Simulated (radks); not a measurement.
The nuclear charge of the potassium ion K2+ is varied continuously with 17 electrons held in [Ne] 3s2 3p5. Calculated with a radial shooting solver on a logarithmic mesh with Libxc functionals: Dirac Kohn-Sham, PBE, spin-unpolarised, spherical densities, finite nucleus; open shells are shared between the two j in proportion to 2j + 1; Fermi nuclear charge, rms radius 3.4349 fm. By the Hellmann-Feynman theorem dE/dZ = E(electron-nucleus)/Z, the electronic potential at the nucleus (averaged over a nucleus of fixed radius).

| Z | E (hartree) | E(electron-nucleus)/Z (hartree) | HOMO | e(HOMO) (eV) | <r> HOMO (bohr) |
|---|---|---|---|---|---|
| 18 | -528.64127 | -69.6626 | 3p3/2 | -22.051 | 1.556 |
| 18.25 | -546.21027 | -70.8894 | 3p3/2 | -25.993 | 1.500 |
| 18.5 | -564.08593 | -72.1159 | 3p3/2 | -30.152 | 1.448 |
| 18.75 | -582.26819 | -73.3422 | 3p3/2 | -34.524 | 1.401 |
| 19 | -600.75703 | -74.5685 | 3p3/2 | -39.109 | 1.357 |
| 19.25 | -619.55245 | -75.7949 | 3p3/2 | -43.902 | 1.316 |
| 19.5 | -638.65449 | -77.0214 | 3p3/2 | -48.903 | 1.277 |
| 19.75 | -658.06318 | -78.2481 | 3p3/2 | -54.110 | 1.242 |
| 20 | -677.77858 | -79.4752 | 3p3/2 | -59.520 | 1.208 |

The central difference of E at Z = 19 is -74.569 hartree, to compare with the third column; the second derivative is -4.91 hartree.
